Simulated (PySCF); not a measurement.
Harmonic spectrum computed at PBE0 in the def2-TZVP basis family (core potentials from Rb on, PySCF, no spin–orbit coupling):

| symmetry | ω (cm⁻¹) | IR (km/mol) |
| --- | --- | --- |
| a | 140 | 99.4 |
| a | 291 | 46.9 |
| a | 663 | 117 |
| a | 722 | 111 |
| a | 916 | 52.7 |
| a | 3841 | 98.6 |

**Question.** Which molecule gave it? In each, all ligands are bound to the one heavy central atom.
A. InF(OH) (doublet)
B. SF(OH) (singlet)
C. GaF(OH) (doublet)
D. AsF(OH) (doublet)
E. GeF(OH) (singlet)

**Answer.** D. It has C1 symmetry with As–F 1.751 Å, As–O 1.764 Å, O–H 0.964 Å.
